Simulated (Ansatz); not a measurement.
Relaxation of C2H5InO (9 atoms, charge 0, multiplicity 1), to a largest force component of 0.02 eV/Å in at most 50 steps.

These are results of RKS r2SCAN-D4/def2-SVP (Ansatz), not measurements.

```xyz
9
Properties=species:S:1:pos:R:3
C 0.410 1.210 -0.595
C 0.646 -0.264 -0.505
O 1.484 -0.875 -1.106
In -0.781 -1.331 0.945
H 1.199 1.726 -1.141
H 1.165 0.046 -1.412
H 0.308 1.613 0.417
H -0.788 -3.090 1.185
H -1.930 -0.348 1.899
```

Q: Where does it end, and by what steps?

A: The run converged. After 11 steps the energy has fallen by 4.692 eV; H6 moved furthest, 0.80 Å. The start is strongly strained (largest force component 12 eV/Å), so its close contacts needn't be bonds. Parted: C2–H6.

```csv
step,energy less start (eV),largest force component (eV/Å),accepted
0,0.0000,12.181,yes
1,-1.9034,4.398,yes
2,-3.1780,4.467,yes
3,-3.9883,3.643,yes
4,-4.4984,1.821,yes
5,-4.6340,1.279,yes
6,-4.6057,1.427,no
7,-4.6700,0.828,yes
8,-4.6897,0.075,yes
9,-4.6912,0.035,yes
10,-4.6916,0.036,yes
11,-4.6918,0.010,yes
```

```xyz
9
Properties=species:S:1:pos:R:3
C 0.483 1.186 -0.360
C 0.494 -0.164 -0.355
O 1.272 -0.912 -1.181
In -0.770 -1.282 1.004
H 1.114 1.772 -1.047
H 1.794 -0.318 -1.748
H -0.161 1.743 0.325
H -0.767 -3.008 0.980
H -1.745 -0.330 2.070
```

Whether the end is a true minimum wasn't checked by a vibrational analysis.

The run took 32 s on 2 threads of Arm Neoverse V2, with other jobs on the host, peak memory 0.15 GiB.
